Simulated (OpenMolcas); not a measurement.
**What dynamic correlation does to the levels of Fe II**

| Quantity | Value |
| --- | --- |
| Program | OpenMolcas |
| Basis | ANO-RCC-VDZP [5s4p2d1f] |
| Scalar Hamiltonian | DKH2, point nucleus |
| Active space | 7 electrons in 9 orbitals (RAS2 3d 4s; RAS3 4p, at most 2 electrons) |
| State averaging | 2S+1 = 6 even, 6 roots; 2S+1 = 4 even, 47 roots kept (CI in the orbitals of an earlier block); 2S+1 = 2 even, 70 roots kept (CI in the orbitals of an earlier block); 2S+1 = 6 odd, 18 roots (15 in the spin-orbit step); 2S+1 = 8 odd, 3 roots kept (CI in the orbitals of an earlier block); 2S+1 = 4 odd, 15 roots kept (CI in the orbitals of an earlier block) |
| Spin-orbit coupling | state interaction with AMFI integrals over the reference wave functions, term energies averaged over their components |

Methods on the same reference wave functions:
A. RASSCF
B. SS-RASPT2, IPEA 0.25 Eh, imaginary shift 0.1 Eh (closed shells correlated: 3s 3p)
C. MS-RASPT2, IPEA 0.25 Eh, imaginary shift 0.1 Eh (closed shells correlated: 3s 3p)

Energies in cm⁻¹ above 3d⁶ 4s ⁶D_9/2, the measured ground level; measured values from NIST Handbook of Basic Atomic Spectroscopic Data.

| Level | A | B | C | Measured |
| --- | --- | --- | --- | --- |
| 3d⁶ 4s ⁶D_9/2 | 0.0 | 0.0 | 0.0 | 0.0 |
| 3d⁶ 4s ⁶D_7/2 | 396 | 397 | 397 | 385 |
| 3d⁶ 4s ⁶D_5/2 | 695 | 694 | 694 | 668 |
| 3d⁶ 4s ⁶D_3/2 | 903 | 901 | 900 | 863 |
| 3d⁶ 4s ⁶D_1/2 | 1027 | 1023 | 1022 | 977 |
| 3d⁶ 4s ⁴D_7/2(1) | 9427 | 8590 | 8590 | 7955 |
| 3d⁶ 4s ⁴D_5/2(1) | 9889 | 9050 | 9050 | 8392 |
| 3d⁶ 4s ⁴D_3/2(1) | 10204 | 9360 | 9360 | 8680 |
| 3d⁶ 4s ⁴D_1/2(1) | 10388 | 9550 | 9550 | 8847 |
| 3d⁶ 4s ⁴H_13/2 | 24110 | 23070 | 23070 | 21252 |
| 3d⁶ 4s ⁴H_11/2 | 24276 | 23230 | 23230 | 21430 |
| 3d⁶ 4s ⁴H_9/2 | 24418 | 23360 | 23360 | 21582 |
| 3d⁶ 4s ⁴H_7/2 | 24536 | 23480 | 23480 | 21712 |
| 3d⁶ 4s ⁴P_5/2 | 26064 | 21430 | 21430 |  |
| 3d⁶ 4s ⁴P_3/2 | 27105 | 22470 | 22470 |  |
| 3d⁶ 4s ⁴F_9/2 | 27290 | 24010 | 24110 |  |
| 3d⁶ 4s ⁴F_7/2 | 27456 | 24170 | 24270 |  |
| 3d⁵ 4s² ⁶S_5/2 | 27495 | 13760 | 13760 | 23318 |
| 3d⁶ 4s ⁴F_5/2 | 27596 | 24290 | 24400 |  |
| 3d⁶ 4s ⁴F_3/2 | 27703 | 24380 | 24490 |  |
| 3d⁶ 4s ⁴P_1/2 | 27740 | 23110 | 23110 |  |
| 3d⁶ 4s ²H_9/2 | 30010 | 28520 | 28520 |  |
| 3d⁶ 4s ⁴G_9/2 | 30334 | 27940 | 27950 |  |
| 3d⁶ 4s ⁴G_7/2 | 30430 | 28110 | 28110 | 25982 |

B puts 3d⁷ ⁴F_9/2 lowest. C puts 3d⁷ ⁴F_9/2 lowest.

Deviations, from unrounded energies. A percentage is the sum of absolute deviations over the sum of measured energies, with the sign that they share, or ± where signs differ.

```tsv
Against measurement	Levels	A	B	C
mean absolute deviation (cm-1)	14	1900	1500	1500
fine structure of the ground term (%)	4	+4.4	+4.3	+4.2
other terms of the ground configuration (%)	9	+15.0	+8.2	+8.2
other configurations (%)	1	+17.9	-41.0	-41.0
```

B, C lie about equally close to measurement and A furthest from it. The largest miss of C in the table is 3d⁵ 4s² ⁶S_5/2, by -9600 cm-1. The ranking rests on the paired levels alone, and a cruder setting can come out closer through cancelling errors.

Between B and C the level of the table that moves most is 3d⁶ 4s ⁴F_3/2, by 110 cm-1 (lowest in B, highest in C). Moves below CASPT2's spread within the term are not significant.

The two smallest mean deviations differ by little beside CASPT2's spread within terms, so their order carries little weight.

From A to B the spin-free energies of the other terms of 3d⁶ 4s shown, above ⁶D, scale by factors of 0.82 to 0.96.

The lowest spin-free term lies below A's lowest term by 0.361 hartree in B, 0.362 hartree in C.

CASPT2 breaks the degeneracy within a term, and the mean is taken; among the terms shown or strongly mixed into the levels shown the widest spread is 320 cm-1 (3d⁶ 4s ²H, C). Over all roots computed the reference weight is 0.79 to 0.94 in B, 0.79 to 0.94 in C; the roots of lowest weight are the least certain, and an intruder state may touch them. Some high roots are left out of the spin-orbit mixing, which shifts the levels that they would mix with. Terms from blocks run as CI alone lack orbitals of their own. A single d shell beside an s shell can misplace configurations of different d count against each other. Without dynamic correlation excited terms often stand tens of per cent too high (terms of higher spin than the ground term too low), and those without a measured partner can miss by more than the paired ones (holds for A). The lowest computed level is not the ground level that NIST lists (6D9/2) (holds for B; C). Measured partners are found by configuration, term and J. A level has none where our copy of the source lacks it or the pairing is in doubt (some pairs that miss far off the trend of their configuration count as doubtful), and it then counts in no deviation. Only configurations of the active space appear. The table leaves out levels that lie high or whose names do not pair safely across all columns.

A number in round brackets counts repeated terms of one configuration in the order of the reference energies.
